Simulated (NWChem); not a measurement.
System: C₅H₅F; SMILES C#C/C(=C/F)C

Input file for NWChem:

```
start job
memory heap 200 mb stack 900 mb global 1100 mb
geometry units angstroms noautosym nocenter noautoz
  C      0.574006     2.608410     0.000000
  C      0.270531     1.436331     0.000000
  C     -0.148778     0.071898     0.000000
  C     -1.629905    -0.233679     0.000000
  C      0.789610    -0.885881     0.000000
  F      0.470245    -2.193165     0.000000
  H      0.859704     3.635396     0.000000
  H     -2.112245     0.200896     0.882982
  H     -2.112245     0.200896    -0.882982
  H     -1.801109    -1.312119     0.000000
  H      1.860613    -0.715001     0.000000
end
basis spherical
  * library 6-31g*
end
dft
  xc hfexch
  iterations 150
  mulliken
end
task dft energy
esp
  recalculate
  probe 0.07
  range 0.3
  factor 1.0
  spacing 0.02
end
task esp
```

Excerpt of the output:

```
             Northwest Computational Chemistry Package (NWChem) 7.3.0
             --------------------------------------------------------

                             Geometry "geometry" -> ""
                             -------------------------

 Output coordinates in angstroms (scale by  1.889725989 to convert to a.u.)

  No.       Tag          Charge          X              Y              Z
 ---- ---------------- ---------- -------------- -------------- --------------
    1 C                    6.0000     0.57400600     2.60841000     0.00000000
    2 C                    6.0000     0.27053100     1.43633100     0.00000000
    3 C                    6.0000    -0.14877800     0.07189800     0.00000000
    4 C                    6.0000    -1.62990500    -0.23367900     0.00000000
    5 C                    6.0000     0.78961000    -0.88588100     0.00000000
    6 F                    9.0000     0.47024500    -2.19316500     0.00000000
    7 H                    1.0000     0.85970400     3.63539600     0.00000000
    8 H                    1.0000    -2.11224500     0.20089600     0.88298200
    9 H                    1.0000    -2.11224500     0.20089600    -0.88298200
   10 H                    1.0000    -1.80110900    -1.31211900     0.00000000
   11 H                    1.0000     1.86061300    -0.71500100     0.00000000

 Effective nuclear repulsion energy (a.u.)     199.4936595553

  xc_inp: hfexch multiplicative factor not found.

                                 NWChem DFT Module
                                 -----------------

 Summary of "ao basis" -> "ao basis" (spherical)
 ------------------------------------------------------------------------------
       Tag                 Description            Shells   Functions and Types
 ---------------- ------------------------------  ------  ---------------------
 C                           6-31g*                  6       14   3s2p1d
 F                           6-31g*                  6       14   3s2p1d
 H                           6-31g*                  2        2   2s

            General Information
            -------------------
          SCF calculation type: DFT
          Wavefunction type:  closed shell.
          No. of atoms     :    11
          No. of electrons :    44
           Alpha electrons :    22
            Beta electrons :    22
          Charge           :     0
          Spin multiplicity:     1
          Use of symmetry is: off; symmetry adaption is: off
          Maximum number of iterations: 150
          AO basis - number of functions:    94
                     number of shells:    46
          Convergence on energy requested:  1.00D-06
          Convergence on density requested:  1.00D-05
          Convergence on gradient requested:  5.00D-04

              XC Information
              --------------
                     Hartree-Fock (Exact) Exchange  1.000

      Superposition of Atomic Density Guess
      -------------------------------------

 Sum of atomic energies:        -290.16476546

      Non-variational initial energy
      ------------------------------

 Total energy =    -293.309060
 1-e energy   =    -789.960962
 2-e energy   =     297.158243
 HOMO         =      -0.235592
 LUMO         =       0.020965

     ---------------------------------------------
      Total Density - Mulliken Population Analysis
     ---------------------------------------------

    Atom       Charge   Shell Charges
 -----------   ------   -------------------------------------------------------
    1 C    6     6.57   2.00  0.75  1.94  0.72  1.14  0.03
    2 C    6     5.85   2.00  0.74  1.87  0.49  0.71  0.04
    3 C    6     6.10   2.00  0.71  1.91  0.45  0.99  0.04
    4 C    6     6.67   2.00  0.72  2.04  0.67  1.22  0.03
    5 C    6     5.53   2.00  0.70  1.60  0.49  0.68  0.06
    6 F    9     9.44   2.00  0.94  3.38  1.01  2.10  0.01
    7 H    1     0.71   0.42  0.29
    8 H    1     0.77   0.47  0.30
    9 H    1     0.77   0.47  0.30
   10 H    1     0.77   0.47  0.30
   11 H    1     0.82   0.47  0.35

   convergence    iter        energy       DeltaE   RMS-Dens  Diis-err
 ---------------- ----- ----------------- --------- --------- ---------
 d= 0,ls=0.0,diis     1   -291.5085936010 -4.91D+02  9.05D-03  5.19D-01
 d= 0,ls=0.0,diis     2   -291.5779548957 -6.94D-02  2.91D-03  1.04D-01
 d= 0,ls=0.0,diis     3   -291.5896415323 -1.17D-02  1.39D-03  1.09D-02
 d= 0,ls=0.0,diis     4   -291.5912463238 -1.60D-03  2.42D-04  5.61D-04
 d= 0,ls=0.0,diis     5   -291.5913249393 -7.86D-05  8.73D-05  7.91D-05
  Resetting Diis
 d= 0,ls=0.0,diis     6   -291.5913384600 -1.35D-05  3.48D-05  6.50D-06
 d= 0,ls=0.0,diis     7   -291.5913404268 -1.97D-06  1.29D-05  1.21D-06
 d= 0,ls=0.0,diis     8   -291.5913406960 -2.69D-07  5.74D-06  3.68D-07

         Total DFT energy =     -291.591340696006
      One electron energy =     -793.254803445687
           Coulomb energy =      339.894905997175
    Exchange-Corr. energy =      -37.725102802781
 Nuclear repulsion energy =      199.493659555287

 Numeric. integr. density =        0.000000000000

                       DFT Final Molecular Orbital Analysis
                       ------------------------------------

 Vector   20  Occ=2.000000D+00  E=-4.469130D-01
              MO Center=  7.6D-02,  9.9D-01,  2.9D-15, r^2= 3.0D+00
   Bfn.  Coefficient  Atom+Function         Bfn.  Coefficient  Atom+Function
  ----- ------------  ---------------      ----- ------------  ---------------
    19      0.330440   2 C  pz                5      0.268681   1 C  pz
    33      0.242409   3 C  pz               23      0.199087   2 C  pz
    37      0.180871   3 C  pz                9      0.173805   1 C  pz
    61      0.171218   5 C  pz               47     -0.145868   4 C  pz
    75     -0.115633   6 F  pz               65      0.108580   5 C  pz

 Vector   21  Occ=2.000000D+00  E=-3.936853D-01
              MO Center=  3.5D-01,  1.9D+00, -3.1D-17, r^2= 1.8D+00
   Bfn.  Coefficient  Atom+Function         Bfn.  Coefficient  Atom+Function
  ----- ------------  ---------------      ----- ------------  ---------------
     3      0.375742   1 C  px               17      0.375575   2 C  px
    21      0.266010   2 C  px                7      0.260175   1 C  px
    45      0.100906   4 C  px                4     -0.100302   1 C  py
    18     -0.092613   2 C  py               31     -0.090725   3 C  px
     8     -0.077218   1 C  py               35     -0.076934   3 C  px

 Vector   22  Occ=2.000000D+00  E=-3.327494D-01
              MO Center=  3.6D-01,  5.8D-01,  1.2D-15, r^2= 3.5D+00
   Bfn.  Coefficient  Atom+Function         Bfn.  Coefficient  Atom+Function
  ----- ------------  ---------------      ----- ------------  ---------------
    61     -0.322276   5 C  pz                5      0.297950   1 C  pz
    33     -0.279990   3 C  pz               37     -0.255624   3 C  pz
    65     -0.240773   5 C  pz                9      0.234433   1 C  pz
    19      0.211141   2 C  pz               75      0.166508   6 F  pz
    23      0.161283   2 C  pz               79      0.157280   6 F  pz

 Vector   23  Occ=0.000000D+00  E= 1.339340D-01
              MO Center=  4.2D-01,  3.7D-01, -1.2D-15, r^2= 3.7D+00
   Bfn.  Coefficient  Atom+Function         Bfn.  Coefficient  Atom+Function
  ----- ------------  ---------------      ----- ------------  ---------------
    65      0.572165   5 C  pz                9      0.424898   1 C  pz
    37     -0.426290   3 C  pz               61      0.377800   5 C  pz
    23     -0.284532   2 C  pz               33     -0.267824   3 C  pz
     5      0.238304   1 C  pz               19     -0.180088   2 C  pz
    79     -0.168682   6 F  pz               75     -0.139872   6 F  pz

[...]

                     NWChem Electrostatic Potential Fit Module
                     -----------------------------------------

 Atom parameters

 Number of atoms is                                   11
 Number of basis functions is                         94

 Grid parameters

 Maximum number of grid points is                  43664
 Number of grid points is                          43663
 Grid range                                     0.300000 nm
 Grid spacing                                   0.020000 nm
 Probe radius                                   0.070000 nm
 Atom radius factor                             1.000000

 Atomic radii

    1    0.100000
    6    0.147000
    9    0.128000
 FASTESP  F
  using M.O. file = ./job.movecs

    Atom              Coordinates                           Charge

                                                  ESP

    1 C     0.057401    0.260841    0.000000   -0.419374
    2 C     0.027053    0.143633    0.000000   -0.029146
    3 C    -0.014878    0.007190    0.000000    0.082592
    4 C    -0.162991   -0.023368    0.000000    0.064094
    5 C     0.078961   -0.088588    0.000000   -0.034932
    6 F     0.047025   -0.219317    0.000000   -0.167144
    7 H     0.085970    0.363540    0.000000    0.302800
    8 H    -0.211225    0.020090    0.088298    0.009340
    9 H    -0.211225    0.020090   -0.088298    0.010259
   10 H    -0.180111   -0.131212    0.000000    0.014215
   11 H     0.186061   -0.071500    0.000000    0.167296
                                            ------------
                                                0.000000

 Dipole moment                                  0.418885

 Quadrupole moment Qxx                          6.884892
                   Qyy                         -4.593262
                   Qzz                         -2.291630

 RMS deviation kJ/mol                           0.063213

 RRMS %                                        41.321071
```

Level: Hartree-Fock/6-31G* (spherical d). All runs use the structure optimised with B3LYP/6-31G* (spherical d).
